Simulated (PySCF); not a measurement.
## ORD: `C[C@H]1CO[Si@@H](Cl)O1`, C3H7ClO2Si

Molfile (atoms numbered from 1):
```
C3H7ClO2Si
     RDKit          3D

 14 14  0  0  0  0  0  0  0  0999 V2000
   -1.5402    0.0724   -0.8033 C   0  0  0  0  0  0  0  0  0  0  0  0
   -0.6845   -0.1302    0.4396 C   0  0  1  0  0  0  0  0  0  0  0  0
    0.4044   -1.2087    0.2239 C   0  0  0  0  0  0  0  0  0  0  0  0
    1.5987   -0.5559   -0.1098 O   0  0  0  0  0  0  0  0  0  0  0  0
    1.5800    1.0000    0.3953 Si  0  0  1  0  0  4  0  0  0  0  0  0
    2.1547    2.2176   -1.0679 Cl  0  0  0  0  0  0  0  0  0  0  0  0
   -0.0111    1.0675    0.7538 O   0  0  0  0  0  0  0  0  0  0  0  0
   -2.1456   -0.8097   -0.9931 H   0  0  0  0  0  0  0  0  0  0  0  0
   -0.8986    0.2646   -1.6605 H   0  0  0  0  0  0  0  0  0  0  0  0
   -2.1928    0.9297   -0.6595 H   0  0  0  0  0  0  0  0  0  0  0  0
   -1.3150   -0.3859    1.2979 H   0  0  0  0  0  0  0  0  0  0  0  0
    0.5631   -1.7829    1.1418 H   0  0  0  0  0  0  0  0  0  0  0  0
    0.1422   -1.8896   -0.5879 H   0  0  0  0  0  0  0  0  0  0  0  0
    2.3439    1.2106    1.6076 H   0  0  0  0  0  0  0  0  0  0  0  0
  1  2  1  0
  2  3  1  0
  3  4  1  0
  4  5  1  0
  5  6  1  0
  5  7  1  0
  7  2  1  0
  1  8  1  0
  1  9  1  0
  1 10  1  0
  2 11  1  1
  3 12  1  0
  3 13  1  0
  5 14  1  1
M  END
```

The calculation used TDDFT PBE0/def2-SVPD circular dichroism and optical rotation, one conformer, gas phase in PySCF. Geometry: GFN2-xTB.

States above about 8.2 eV (minus the energy of the highest occupied orbital) lie near or above the ionisation threshold and depend on the basis. Singlets 6 and 7 lie within 0.01 eV of each other, so their separate moments and overlaps can depend on how they mix.

Stereocentres: C2 S, Si5 R.

Task: Give the optical rotatory dispersion at 633, 589.3, 546, 436, 405, 365, 355 nm.

Result: [α] in deg dm⁻¹ (g/mL)⁻¹:
```csv
λ (nm),origin-invariant length gauge,modified velocity gauge,length gauge (centre of mass),isotropic polarisability (au)
633,-38.7,-36.4,-39.3,76.4
589.3,-45.2,-42.5,-45.9,76.7
546,-53.5,-50.3,-54.3,77.0
436,-89.5,-84.6,-90.8,78.2
405,-106.8,-101.1,-108.4,78.7
365,-138.5,-131.5,-140.5,79.7
355,-148.8,-141.4,-150.9,80.0
```

Task: And for the mirror image at 589.3 nm?

Result: +45.2 deg dm⁻¹ (g/mL)⁻¹ (origin-invariant length gauge): the same size and the opposite sign.

Task: What is the molar rotation [Φ] = [α]·M/100 of the geometry above at 589.3 nm?

Result: With M = 138.62 g/mol, -62.7 deg cm² dmol⁻¹ (origin-invariant length gauge).

The first excitation lies at 7.52 eV (165 nm) with R = -9.1 × 10⁻⁴⁰ esu² cm² (velocity form).
